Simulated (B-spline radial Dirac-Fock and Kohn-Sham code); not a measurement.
Dipole and non-dipole photoemission parameters of Gd²⁺ 4f5/2

System: gadolinium as Gd²⁺ in the configuration [Xe] 4f7 5d1; threshold 31.17 eV (orbital energy of the model). These are calculated numbers from a radial atomic solver; the model is Dirac-Hartree-Slater photoionisation with a Latter tail; cross sections with all multipoles, angular parameters from the dipole term and its interference with E2.

Input file task.json (cfg lists n, l and occupation; rrms is the nuclear radius in fm):

```json
{"items": [{
  "Z": 64,
  "q": 2,
  "cfg": [[1, 0, 2], [2, 0, 2], [2, 1, 6], [3, 0, 2], [3, 1, 6], [3, 2, 10], [4, 0, 2], [4, 1, 6], [4, 2, 10], [4, 3, 7], [5, 0, 2], [5, 1, 6], [5, 2, 1]],
  "A": 158,
  "rrms": 5.1569,
  "do": "xps",
  "hv": [78.4, 80, 130.0, 144.0, 150, 217.0, 277.0, 318.0, 378.0, 587.0, 600, 655.0, 708.0, 1000.0, 1210.0, 1253.6, 1486.9, 1750.0, 1970.0, 2000, 2220.0, 3060.0, 3490.0, 4130.0, 5000.0, 5414.7, 8047.8, 8220.0, 11700.0, 12300.0]
}]}
```

Launch: `python xray2_run.py task.json out`

For linearly polarised light dσ/dΩ = σ/(4π) [1 + β P₂(cos θ) + (δ + γ cos²θ) sin θ cos φ], with θ from the polarisation vector and φ the angle between the beam and the projection of the electron momentum on the plane normal to the polarisation.

| hν (eV) | σ (kb) | β | γ | δ |
| --- | --- | --- | --- | --- |
| 78.4 | 2190 | 0.433 | 0.004 | 0.010 |
| 80 | 2220 | 0.423 | 0.003 | 0.010 |
| 130 | 2130 | 0.369 | 0.005 | 0.016 |
| 144 | 2010 | 0.388 | 0.006 | 0.017 |
| 150 | 1960 | 0.398 | 0.006 | 0.018 |
| 217 | 1330 | 0.526 | 0.011 | 0.023 |
| 277 | 909 | 0.636 | 0.017 | 0.027 |
| 318 | 702 | 0.703 | 0.023 | 0.030 |
| 378 | 486 | 0.785 | 0.034 | 0.035 |
| 587 | 160 | 0.962 | 0.092 | 0.050 |
| 600 | 151 | 0.969 | 0.096 | 0.051 |
| 655 | 118 | 0.996 | 0.115 | 0.055 |
| 708 | 94.1 | 1.016 | 0.135 | 0.059 |
| 1000 | 32.5 | 1.072 | 0.249 | 0.078 |
| 1210 | 17.4 | 1.077 | 0.330 | 0.090 |
| 1253.6 | 15.4 | 1.076 | 0.346 | 0.093 |
| 1486.9 | 8.59 | 1.064 | 0.430 | 0.107 |
| 1750 | 4.83 | 1.041 | 0.515 | 0.121 |
| 1970 | 3.15 | 1.019 | 0.579 | 0.134 |
| 2000 | 2.98 | 1.015 | 0.587 | 0.136 |
| 2220 | 2.02 | 0.992 | 0.645 | 0.148 |
| 3060 | 0.595 | 0.905 | 0.827 | 0.194 |
| 3490 | 0.355 | 0.865 | 0.902 | 0.218 |
| 4130 | 0.180 | 0.814 | 0.997 | 0.252 |
| 5000 | 0.0821 | 0.756 | 1.107 | 0.297 |
| 5414.7 | 0.0588 | 0.732 | 1.153 | 0.318 |
| 8047.8 | 0.0106 | 0.613 | 1.369 | 0.443 |
| 8220 | ? | ? | ? | ? |
| 11700 | 0.00198 | 0.508 | 1.519 | 0.596 |
| 12300 | 0.00157 | 0.495 | 1.535 | 0.620 |

Q: Give the values at 8220 eV.

A: σ = 0.00968 kb, β = 0.607, γ = 1.379, δ = 0.451.
